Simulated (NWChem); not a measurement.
**Correlation energy of F₃S (+1)**

```
S
F 1 1.5312
F 1 1.5312 2 99.39
F 1 1.5312 2 99.39 3 101.24
```
Charge +1, spin multiplicity 1.

Program: NWChem. Structure: optimised with PBE0/def2-SVP, a minimum by its harmonic frequencies.

Basis set: cc-pVDZ. Each correlation energy counts from its own Hartree-Fock reference.

The correlated methods keep 8 core orbitals frozen. The structure started from a generated list of species. Coupled-cluster values serve here as a point of comparison, not as the truth.

**Question.** For the correlation energy, RI-MP2 gives -703.4 mHa and MP2 gives -703.2 mHa. What do SCS-MP2, CR-CCSD[T], CR-CCSD(T) give?

**Answer.** SCS-MP2: -676.8 mHa; CR-CCSD[T]: -727.6 mHa; CR-CCSD(T): -725.7 mHa.
